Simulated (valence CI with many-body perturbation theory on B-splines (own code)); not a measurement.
**Missing levels of Os35+**

Method: configuration interaction combined with many-body perturbation theory (CI+MBPT): five valence electrons over a frozen Dirac-Fock core [Kr], a basis of 7 s, 7 p, 8 d, 6 f, 4 g, 1 h functions for each j, with the one-electron correlation potential Σ1, the two-electron term Σ2, the three-electron term Σ3, Breit, model QED; selected CI, second order for the rest (own B-spline code, finite nucleus).

No measured spectrum was set against this ion. As an estimate, large intervals hold to a few tenths of a per cent, small ones and those within an open d or f shell to about a per cent. Only levels of the ground parity were solved; by the run's estimate the other parity begins above the list, which can be wrong where configurations are misplaced.

```
                      Level  E (eV)
      (4d3/2^4 4d5/2) J=5/2   0.000
(4d3/2^3 4d5/2^2) J=5/2 [a]  15.243
(4d3/2^3 4d5/2^2) J=7/2 [a]  20.045
(4d3/2^3 4d5/2^2) J=3/2 [a]       ?
   (4d3/2^3 4d5/2^2) J=11/2  21.047
    (4d3/2^3 4d5/2^2) J=9/2       ?
(4d3/2^3 4d5/2^2) J=5/2 [b]  23.787
    (4d3/2^3 4d5/2^2) J=1/2  24.769
(4d3/2^3 4d5/2^2) J=7/2 [b]       ?
(4d3/2^3 4d5/2^2) J=3/2 [b]       ?
(4d3/2^2 4d5/2^3) J=5/2 [a]  35.131
(4d3/2^2 4d5/2^3) J=7/2 [a]  38.259
   (4d3/2^2 4d5/2^3) J=11/2  38.928
(4d3/2^2 4d5/2^3) J=9/2 [a]  39.545
(4d3/2^2 4d5/2^3) J=1/2 [a]  40.676
   (4d3/2^2 4d5/2^3) J=13/2       ?
(4d3/2^2 4d5/2^3) J=3/2 [a]  41.587
(4d3/2^2 4d5/2^3) J=5/2 [b]       ?
(4d3/2^2 4d5/2^3) J=9/2 [b]  44.473
(4d3/2^2 4d5/2^3) J=7/2 [b]  45.194
```

Levels are named by their leading jj configuration (3d3/2^4 stands for four electrons in 3d with j = 3/2), which in mixed levels can hold well under half, so a name can repeat and another be missing. Letters in brackets count levels of one name in rising energy.

The levels stand in rising order. What does the calculation give for the missing energies?

(4d3/2^3 4d5/2^2) J=3/2 [a] 20.578; (4d3/2^3 4d5/2^2) J=9/2 22.670; (4d3/2^3 4d5/2^2) J=7/2 [b] 25.698; (4d3/2^3 4d5/2^2) J=3/2 [b] 31.575; (4d3/2^2 4d5/2^3) J=13/2 41.281; (4d3/2^2 4d5/2^3) J=5/2 [b] 42.023.
